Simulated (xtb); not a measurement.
Harmonic IR lines of one isomer of C₂H₄S₂, unscaled. Level of theory: GFN2-xTB (xtb).

```
wavenumber (cm⁻¹)  relative intensity
-----------------  ------------------
126                               3.4
723                                15
756                                34
951                                11
1082                               73
1206                              100
1436                              8.0
1445                              9.1
2974                              4.8
```

### Question
Which structure gives these lines?
A. `S=CCS`
B. `CSC=S`
C. `CC(=S)S`
D. `S/C=C/S`

### Answer
B, `CSC=S`
